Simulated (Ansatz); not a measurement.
Mulliken charges of CH3ClSn (`[CH3][Sn][Cl]`) from ωB97M-V/def2-TZVPP in Ansatz (PBE0-D4/def2-TZVP geometry).

| atom | x (Å) | y (Å) | z (Å) | charge (e) |
| --- | --- | --- | --- | --- |
| C1 | -0.388 | 0.475 | -0.311 | -0.621 |
| Sn2 | 0.060 | -0.506 | 1.580 | 0.605 |
| Cl3 | 1.714 | -1.933 | 0.631 | -0.395 |
| H4 | -0.682 | -0.279 | -1.047 | 0.142 |
| H5 | 0.519 | 0.960 | -0.684 | 0.141 |
| H6 | -1.181 | 1.219 | -0.214 | 0.128 |

Q: By hand: the dipole of these point charges (1 e Å = 4.8032 D).

A: Σ q r = (-0.575, 0.414, 0.627) e Å, of length 0.946 e Å = 4.54 D.

Q: How does the dipole of the full density compare? (Best estimate.)

A: The calculation gave: (-0.432, 0.393, 0.175) e Å, 2.93 D; the point charges give 1.55 times that, at 25° from its direction.

Point charges leave out the atoms' own dipoles, such as those of lone pairs, and Mulliken's split depends on the basis, so the two needn't agree.
